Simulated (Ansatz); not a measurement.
Coupled-cluster diagnostics for the cluster Li₁₂⁻, Ansatz.

Geometry of the doublet (r2SCAN/def2-SVPD):

Cartesian coordinates in Å:
```
Li -1.366 1.640 -1.956
Li -0.455 -1.291 -1.079
Li 0.235 1.294 0.441
Li -3.445 -0.640 -1.317
Li 3.018 1.986 0.835
Li -2.487 -3.354 0.054
Li 0.917 3.808 -1.065
Li 0.218 -2.817 1.590
Li 1.754 1.045 -1.952
Li 1.161 -0.085 2.822
Li 2.337 -0.989 0.288
Li -1.887 -0.598 1.340
```

Correlated methods freeze no core orbitals; core or outer-core shells of Li are correlated, in sets that lack core-valence functions. In CCSD on the charge -1 doublet the largest single amplitude is 0.22, so its Hartree–Fock determinant may place the open shell otherwise than the density functionals do. The geometry of the doublet was relaxed on an unsound state (⟨S²⟩ 1.55, where a pure state has 0.75). Another isomer (doublet) lies 0.17 eV lower at r2SCAN/def2-TZVPD; other spin states weren't run for this one.

Task: Estimate the CCSD(T) correlation energy, the shares of MP2 and (T), T1 and the reference's ⟨S²⟩ for: charge -1, doublet, own geometry in def2-SVPD; and the rough time on 4 threads of Intel Xeon 6975P-C on a shared host.

Result: 
```tsv
state	basis	correlation (eV)	MP2 share (%)	(T) share (%)	T1	⟨S²⟩ (pure)	wall time	remarks
charge -1, doublet, own geometry	def2-SVPD	-7.496	63.8	10.5	0.099	3.36 (0.75)	74 s	large T1 (0.099), spin-contaminated (⟨S²⟩ 3.36)
```
Customary marks for T1 are 0.02 (closed shells), 0.045 (open shells) and about 0.05 (3d metals). T1 exceeds 0.02 in 1 of 1 rows and 0.045 in 1; the higher it lies, the less the single-reference result can be trusted.
